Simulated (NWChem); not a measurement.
System: GeSiH$_{3}$Cl, singlet; SMILES [SiH3][Ge][Cl]

```xyz
6

Ge     0.7188     0.1938     0.4720
Cl    -0.7473     1.5201    -0.5714
Si    -0.6144    -1.8990     0.0806
H      0.0534    -3.1001     0.6647
H     -0.7869    -2.1338    -1.3822
H     -1.9661    -1.7772     0.6991
```
Atoms are numbered in this order, from 1.

Level: B3LYP/6-31G* (spherical d) (NWChem), optimised geometry, unscaled harmonic frequencies. Low-valent species are run as closed-shell singlets; no triplet was tried in these runs. B3LYP is NWChem's, with the RPA form of VWN correlation.

Problem. List the harmonic frequencies with IR intensities, and the thermochemistry.

Solution. 
```
frequency (cm⁻¹)  IR intensity (km/mol)
----------------  ---------------------
60                                  0.1
111                                 2.2
300                                16.0
362                                22.2
372                                69.4
467                                11.7
859                               290.5
933                                47.3
946                                38.0
2208                               98.3
2226                              132.7
2231                              123.9
```

- zero-point energy: 15.8 kcal/mol
- thermal correction to the enthalpy at 298.15 K (with zero-point energy): 20.1 kcal/mol
- heat capacity Cv: 17.4 cal/(mol K)
- entropy at 298.15 K and 1 atm (symmetry number 1): 80.3 cal/(mol K)
- dipole moment: 1.93 D

Rigid rotor and harmonic oscillator; modes under 100 cm⁻¹ make the entropy uncertain.
